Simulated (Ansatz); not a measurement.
Consider the formal exchange of groups at a B–Cl bond: `FB(Cl)O[SiH3]` + `CCCCl` → `CB(F)O[SiH3]` + `ClCCCl`.

Isolated molecules relaxed with PBE0-D4/def2-TZVP in Ansatz; ΔE leaves out vibrations. CBS: MP2 limit from def2 TZ/QZ plus the TZ coupled-cluster correction, frozen cores. This one scheme is used for every species. DFT in def2-TZVPP. B3LYP here is the variant with VWN-RPA as its local correlation; programs differ in this. Each species was taken in one conformer, which may not be the lowest.

```json
{"level": "PBE-D4", "ΔE (kcal/mol)": "20.3", "difference from CCSD(T)/CBS": "-0.3"}
{"level": "r2SCAN-D4", "ΔE (kcal/mol)": "21.0", "difference from CCSD(T)/CBS": "0.4"}
{"level": "PBE0-D4", "ΔE (kcal/mol)": "20.9", "difference from CCSD(T)/CBS": "0.3"}
{"level": "B3LYP-D4", "ΔE (kcal/mol)": "20.5", "difference from CCSD(T)/CBS": "-0.1"}
{"level": "ωB97X-V", "ΔE (kcal/mol)": "20.7", "difference from CCSD(T)/CBS": "0.1"}
{"level": "ωB97M-V", "ΔE (kcal/mol)": "20.8", "difference from CCSD(T)/CBS": "0.2"}
{"level": "B2PLYP", "ΔE (kcal/mol)": "20.7", "difference from CCSD(T)/CBS": "0.1"}
{"level": "PBE", "ΔE (kcal/mol)": "19.9", "difference from CCSD(T)/CBS": "-0.7"}
{"level": "r2SCAN", "ΔE (kcal/mol)": "21.0", "difference from CCSD(T)/CBS": "0.4"}
{"level": "PBE0", "ΔE (kcal/mol)": "20.7", "difference from CCSD(T)/CBS": "0.1"}
{"level": "B3LYP", "ΔE (kcal/mol)": "20.0", "difference from CCSD(T)/CBS": "-0.6"}
{"level": "HF/def2-TZVPP", "ΔE (kcal/mol)": "21.2", "difference from CCSD(T)/CBS": "0.6"}
{"level": "MP2/def2-TZVPP", "ΔE (kcal/mol)": "22.1", "difference from CCSD(T)/CBS": "1.5"}
{"level": "SCS-MP2/def2-TZVPP", "ΔE (kcal/mol)": "21.5", "difference from CCSD(T)/CBS": "0.9"}
{"level": "CCSD/def2-TZVPP", "ΔE (kcal/mol)": "21.3", "difference from CCSD(T)/CBS": "0.7"}
{"level": "CCSD(T)/def2-TZVPP", "ΔE (kcal/mol)": "21.3", "difference from CCSD(T)/CBS": "0.7"}
{"level": "HF/def2-QZVPP", "ΔE (kcal/mol)": "21.1", "difference from CCSD(T)/CBS": "0.5"}
{"level": "MP2/def2-QZVPP", "ΔE (kcal/mol)": "21.7", "difference from CCSD(T)/CBS": "1.1"}
{"level": "SCS-MP2/def2-QZVPP", "ΔE (kcal/mol)": "21.2", "difference from CCSD(T)/CBS": "0.6"}
{"level": "HF/CBS(def2)", "ΔE (kcal/mol)": "21.1", "difference from CCSD(T)/CBS": "0.5"}
{"level": "MP2/CBS(def2)", "ΔE (kcal/mol)": "21.5", "difference from CCSD(T)/CBS": "0.9"}
{"level": "CCSD/CBS(def2)", "ΔE (kcal/mol)": "20.7", "difference from CCSD(T)/CBS": "0.1"}
{"level": "CCSD(T)/CBS", "ΔE (kcal/mol)": "20.6", "difference from CCSD(T)/CBS": "0"}
```

Largest T1 diagnostic among the species: 0.012.

From PBE to PBE0 (25 % exact exchange), in def2-TZVPP and without D4, ΔE moves by +0.7 kcal/mol.
